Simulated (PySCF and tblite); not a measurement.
The numbers below are computed, except where a source is named.
Stationary points of C8H11 (charge +1) at GFN2-xTB, in Å:

Structure A

```
 1 C     3.261   -0.088    0.260
 2 C     2.138    0.660    0.226
 3 C     0.835    0.142    0.070
 4 C     0.432   -1.261   -0.069
 5 C    -1.051   -1.231   -0.210
 6 C    -1.519    0.025   -0.163
 7 C    -2.920    0.489   -0.260
 8 C    -0.372    0.973    0.018
 9 H     3.248   -1.162    0.169
10 H     4.228    0.371    0.381
11 H     2.221    1.736    0.321
12 H     0.750   -1.865    0.789
13 H     0.918   -1.748   -0.924
14 H    -1.632   -2.125   -0.333
15 H    -3.590   -0.347   -0.437
16 H    -3.223    0.988    0.660
17 H    -3.034    1.207   -1.071
18 H    -0.308    1.718   -0.786
19 H    -0.472    1.588    0.921
```

Structure B

```
 1 C     3.071    0.338    0.908
 2 C     2.252    0.400   -0.128
 3 C     0.872   -0.008   -0.183
 4 C     0.388   -1.330   -0.554
 5 C    -1.098   -1.241   -0.500
 6 C    -1.491   -0.016   -0.128
 7 C    -2.865    0.503    0.051
 8 C    -0.278    0.840    0.107
 9 H     2.756   -0.049    1.863
10 H     4.090    0.674    0.836
11 H     2.611    0.798   -1.077
12 H     0.800   -2.090    0.126
13 H     0.773   -1.659   -1.528
14 H    -1.732   -2.073   -0.738
15 H    -3.597   -0.268   -0.170
16 H    -3.017    0.846    1.073
17 H    -3.044    1.352   -0.608
18 H    -0.274    1.763   -0.486
19 H    -0.217    1.219    1.137
```

Structure C

```
 1 C     2.866    0.976    0.704
 2 C     2.307   -0.059    0.043
 3 C     0.919   -0.243   -0.132
 4 C     0.331   -1.374   -0.851
 5 C    -1.139   -1.167   -0.791
 6 C    -1.440   -0.046   -0.118
 7 C    -2.775    0.523    0.171
 8 C    -0.174    0.616    0.345
 9 H     2.281    1.759    1.159
10 H     3.936    1.057    0.802
11 H     2.950   -0.814   -0.391
12 H     0.644   -2.334   -0.418
13 H     0.710   -1.437   -1.881
14 H    -1.837   -1.849   -1.240
15 H    -3.557   -0.101   -0.249
16 H    -2.933    0.605    1.246
17 H    -2.864    1.524   -0.248
18 H    -0.084    1.638   -0.039
19 H    -0.150    0.736    1.434
```

Geometries: GFN2-xTB; energies: PBE0/pcSseg-1 + D3(BJ); zero-point and thermal terms from GFN2-xTB harmonic modes (soft modes blended into free rotors).

Q: Which structure is a saddle point, and along which motion?

A: B: one imaginary mode (210i cm⁻¹ at GFN2-xTB, mostly on H11, C1, H9), along the rotation about the C2–C3 bond (torsion C1–C2–C3–C4 from -180° to 1°, rising).

Q: Give their symmetry and energies above the lowest.

A: A Cs, 0.1 kcal/mol; B C1, 15.0 kcal/mol; C Cs, 0.0 kcal/mol.

The ion is treated without a counter-ion.
